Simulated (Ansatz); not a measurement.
Reaction (redistribution): `[SiH3][GeH2][SiH2][SiH2][GeH3]` + `B[SiH2][SiH3]` → `[BH2][GeH2][SiH3]` + `[SiH3][SiH2][SiH2][SiH2][GeH3]`

Program: Ansatz. Geometries: PBE0-D4/def2-TZVP. ΔE: electronic, gas phase. CBS: MP2 limit from def2 TZ/QZ plus the TZ coupled-cluster correction, frozen cores. DFT in def2-TZVPP. HSE06 is defined as in plane-wave codes. For Ge outer-core shells are correlated without core-valence functions, which leaves a few kJ/mol of doubt a bond. Scalar relativity is left out up to krypton. Each species was taken in one conformer, which may not be the lowest.

```json
{"level": "PBE-D4", "ΔE (kcal/mol)": "1.4"}
{"level": "BLYP-D4", "ΔE (kcal/mol)": "1.7"}
{"level": "B2PLYP", "ΔE (kcal/mol)": "1.6"}
{"level": "PBE", "ΔE (kcal/mol)": "1.4"}
{"level": "revPBE", "ΔE (kcal/mol)": "1.4"}
{"level": "r2SCAN0", "ΔE (kcal/mol)": "1.5"}
{"level": "HSE06", "ΔE (kcal/mol)": "1.4"}
{"level": "CCSD/def2-SVP", "ΔE (kcal/mol)": "1.7"}
```

(1) What does CCSD(T)/CBS give? (Best estimate.)

Largest T1 diagnostic among the species: 0.014.

## Answers

(1) Computed: +1.0 kcal/mol. The listed levels differ from it by 0.4, 0.7, 0.6, 0.4, 0.4, 0.5, 0.4, 0.7 kcal/mol.

Leaving LDA and LC-ωPBE aside and taking each functional with its dispersion term where it has one, the values, not all of them listed here, spread over 0.4 kcal/mol, from revPBE-D4 to ωB97M-V.
